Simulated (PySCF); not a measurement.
Simulation results for BClH$_{4}$Si$_{2}$

Computed with PySCF 2.14.0. Calculation on a computer-drawn molecule: the log of a Hartree-Fock and frozen-core CCSD(T) single point meant for a local Hartree-Fock minimum, with one planted fault or none, to be diagnosed. Offsets are logged minus clean, where the clean run is the same molecule without the fault. The reference is restricted for singlets and unrestricted otherwise, and also for a bond in bohr or an excited solution. Adding or removing an electron swaps singlet and doublet. The excited solution moves the top pair (singlet) or top alpha electron (doublet) to the lowest empty orbital. Highest occupied and lowest empty are orbital energies over both spins, largest force is the largest gradient component, triples share is (T) over the correlation energy, the T1 limit is 0.02 restricted and 0.045 unrestricted, electrons count all cores, a negative frequency is imaginary (commonest isotopes), and the dipole is about the centre of nuclear charge.

```xyz
8
formula=BClH4Si2 meant_charge=0 meant_multiplicity=1 meant_basis=cc-pV(D+d)Z logged_electrons=54 logged_basis_functions=103 logged_SCF_converged=yes logged_spin_squared=2.0265 logged_highest_occupied=-8.2319 logged_lowest_empty=-0.20119 logged_largest_force=0.023812 logged_T1_diagnostic=0.023011 logged_D1_diagnostic=0.10165 logged_triples_share=0.03156 logged_CC_converged=yes logged_dipole_magnitude=1.1514 logged_SCF_stable_within_its_kind=yes logged_energy_HF=-1064.32261 logged_energy_CCSD(T)=-1064.78405 possible_faults=no_fault,one_electron_removed,one_electron_added,multiplicity_raised_by_two,geometry_at_a_saddle_point,SCF_held_on_an_excited_solution,minimal_basis_STO-3G,one_bond_length_entered_in_bohr,all_coordinates_scaled
Si     0.1935    -3.3760    -1.6497
B      0.2028    -1.4114    -1.1309
Si    -1.2809    -0.3494    -0.1944
Cl     1.6720    -0.4950    -1.5835
H      0.7605    -3.7586    -0.2942
H     -0.7377     0.2936     1.0262
H     -2.4131    -1.2279     0.1951
H     -1.7935     0.6969    -1.1129
```

Units: logged_highest_occupied, logged_lowest_empty in eV; logged_largest_force in hartree/bohr; logged_dipole_magnitude in debye; logged_energy_HF, logged_energy_CCSD(T) in hartree.

Drawn bonds:
| atom | other atom | order |
| --- | --- | --- |
| 1 | 2 | 1 |
| 2 | 3 | 1 |
| 2 | 4 | 1 |
| 1 | 5 | 1 |
| 3 | 6 | 1 |
| 3 | 7 | 1 |
| 3 | 8 | 1 |

To be estimated
1. BClH$_{4}$Si$_{2}$: planted fault?

Calculated values
1. multiplicity raised by two

Further results for BClH$_{4}$Si$_{2}$:

* HF energy offset from clean run: 14.17 kcal/mol
* CCSD(T) energy offset from clean run: 26.22 kcal/mol
